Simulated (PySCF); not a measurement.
Species: C₆H₉O₃ (doublet state).
Numbering: `[CH2:1][C:2](=[CH2:3])[C@H:4]([CH2:5][OH:6])[O:7][CH:8]=[O:9]` (hydrogens: H10, H11 on C1; H12, H13 on C3; H14 on C4; H15, H16 on C5; H17 on O6; H18 on C8)

Cartesian coordinates in Å at the GFN2-xTB level; atoms count from 1:
```xyz
18
C6H9O3 angstrom
C     -1.9094    0.5053   -0.9187
C     -1.1902    0.6209    0.2484
C     -1.5804    1.4258    1.2936
C      0.1137   -0.1369    0.3754
C      1.2661    0.6206   -0.3277
O      2.4741    0.5516    0.3644
O     -0.0877   -1.4511   -0.1878
C      0.8669   -2.3406   -0.0661
O      1.9495   -2.1880    0.4281
H     -2.8323    1.0401   -1.0475
H     -1.5811   -0.1328   -1.7164
H     -1.0002    1.5019    2.1942
H     -2.4799    2.0098    1.2272
H      0.3884   -0.2555    1.4313
H      1.3617    0.2328   -1.3535
H      1.0108    1.6819   -0.3832
H      2.6978   -0.3853    0.5007
H      0.5234   -3.2944   -0.5007
```

The hyperfine couplings belong to this conformer and change with its torsions.

Method: UKS B3LYP, pcH-1 on C H O, non-relativistic, mean-field spin-orbit, GIAO in PySCF 2.14.0. Isolated species at its GFN2-xTB geometry (one conformer only). A GFN2-xTB geometry isn't a minimum of the functional, and hyperfine couplings can be far from their values at a DFT geometry. Stability of the SCF solution: not tested. ⟨S²⟩ is 0.778 where a pure state has 0.75.

Question: Predict the first-order ENDOR lines of C1, C3, C2, C5, C4, H11, H12, H10, H13 and H14 under fast tumbling at B = 349.3 mT (X band).

Answer: ν± = |νn ± a/2|, one line for each electron-spin manifold; νn = |g_N| × 7.62259 MHz/T × B.

| nuclei | isotope | g_N | νn (MHz) | a_iso (MHz) | lower line (MHz) | upper line (MHz) |
| --- | --- | --- | --- | --- | --- | --- |
| C1 | 13C | 1.4048 | 3.74 | 55.64 | 24.08 | 31.56 |
| C3 | 13C | 1.4048 | 3.74 | 55.18 | 23.85 | 31.33 |
| C2 | 13C | 1.4048 | 3.74 | -49.56 | 21.04 | 28.52 |
| C5 | 13C | 1.4048 | 3.74 | -11.27 | 1.89 | 9.38 |
| C4 | 13C | 1.4048 | 3.74 | 4.53 | 1.48 | 6.00 |
| H11 | 1H | 5.5857 | 14.87 | -42.96 | 6.61 | 36.35 |
| H12 | 1H | 5.5857 | 14.87 | -42.38 | 6.32 | 36.06 |
| H10 | 1H | 5.5857 | 14.87 | -40.73 | 5.49 | 35.24 |
| H13 | 1H | 5.5857 | 14.87 | -40.30 | 5.28 | 35.02 |
| H14 | 1H | 5.5857 | 14.87 | -5.17 | 12.29 | 17.46 |

The rows for 13C, of low natural abundance, apply to labelled samples.

Question: Which pairs are centred on the nuclear Larmor frequency, and which on half the coupling?

Answer: Centred on νn, since |a| < 2νn: C4 and H14. Centred on |a|/2 and split by 2νn: C1, C3, C2, C5, H11, H12, H10 and H13.

Question: At what field would the lower line of C3 fall to zero frequency?

Answer: Where νn = |a|/2, that is B = 27.59 MHz/(1.4048 × 7.62259 MHz/T) = 2580 mT, as far as first order holds there.

Couplings of abundant isotopes left out: H15 (1.0 MHz).

H10 and H11 aren't averaged: C1 is flat or nearly so (angle sum 360°), and its turn about the short C1–C2 bond (1.38 Å) is taken as slow.

The Mulliken spin populations are largest on C1 (+0.70), C3 (+0.69) and C2 (-0.27). The positive populations add up to 1.40 and the negative ones to -0.40, together 2S = 1. The angles at C1 add up to 360.0°, so it is planar; its axial dipolar tensor and the negative couplings of its protons fit spin in a p orbital normal to that plane.

Hardware: an Arm Neoverse V2 with one thread, shared host with 96 logical CPUs at a one-minute load of 55. Cost: 1.7 min of wall time (grids of density and orbitals included), 0.98 GiB resident at most.
